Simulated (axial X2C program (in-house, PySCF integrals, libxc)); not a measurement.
**Bond lengths and stretching modes, held linear, of SeOSe**

Computed with an axial X2C code built on PySCF integrals: two-component X2C with atomic mean-field Coulomb and Gaunt terms, Gaussian nuclei, basis Se dyall-v3z, O dyall-av3z with contracted cores. Spin-free rows use the one-electron spin-free X2C Hamiltonian.

Masses Se 79.917, O 15.995, Se 79.917 u. States: 2c Ω = 1 (beyond evenly filled blocks: ω = -1/2, ω = 3/2); spin-free M_S = 1, Λ = 0 (beyond evenly filled blocks: π+α, π-α).

BHandHLYP, spin-free: energies above the lowest point

```json
{"r(Se–O) (Å)": "1.6848", "r(O–Se) (Å)": "1.6848", "E (meV)": "26.91"}
{"r(Se–O) (Å)": "1.6848", "r(O–Se) (Å)": "1.7280", "E (meV)": "5.57"}
{"r(Se–O) (Å)": "1.6848", "r(O–Se) (Å)": "1.7712", "E (meV)": "26.42"}
{"r(Se–O) (Å)": "1.7280", "r(O–Se) (Å)": "1.6848", "E (meV)": "5.57"}
{"r(Se–O) (Å)": "1.7280", "r(O–Se) (Å)": "1.7280", "E (meV)": "0.00"}
{"r(Se–O) (Å)": "1.7280", "r(O–Se) (Å)": "1.7712", "E (meV)": "36.29"}
{"r(Se–O) (Å)": "1.7280", "r(O–Se) (Å)": "1.8144", "E (meV)": "102.42"}
{"r(Se–O) (Å)": "1.7712", "r(O–Se) (Å)": "1.6848", "E (meV)": "26.42"}
{"r(Se–O) (Å)": "1.7712", "r(O–Se) (Å)": "1.7280", "E (meV)": "36.29"}
{"r(Se–O) (Å)": "1.7712", "r(O–Se) (Å)": "1.7712", "E (meV)": "87.81"}
{"r(Se–O) (Å)": "1.8144", "r(O–Se) (Å)": "1.7280", "E (meV)": "102.42"}
{"r(Se–O) (Å)": "1.8144", "r(O–Se) (Å)": "1.8144", "E (meV)": "264.79"}
```

Question: Fit a quadratic surface with cubic terms in each bond: where is the minimum, and what are the two stretching wavenumbers?

Answer: At BHandHLYP, spin-free: bonds 1.715 and 1.715 Å; harmonic stretches 332.0 and 775.9 cm⁻¹; force constants 3.88, 3.88 and coupling 1.31 mdyn/Å.

The other levels and Hamiltonians give:

| Hamiltonian | level | r(Se–O) (Å) | r(O–Se) (Å) | lower stretch (cm⁻¹) | upper stretch (cm⁻¹) |
| --- | --- | --- | --- | --- | --- |
| 2c | PBE0 | 1.726 | 1.726 | 323.2 | 849.6 |
| 2c | BHandHLYP | 1.717 | 1.717 | 328.8 | 766.2 |
| spin-free | PBE0 | 1.724 | 1.724 | 325.7 | 857.7 |

Each state is one determinant, the lowest of a limited PBE0 search; the stretches come from a fit to these few points and carry an uncertainty of a few per cent. Other orders of the atoms were not compared. Left out for rough or failed fits: HF 2c, MP2 2c, HF spin-free, MP2 spin-free. The molecule was held linear; bending was not examined, so a bent shape may lie lower. Open-shell Ω = 0 determinants with evenly filled partner blocks cannot be reached by this program, so the Ω shown need not be the lowest component. Note: several unpaired electrons, one determinant need not be a pure state.
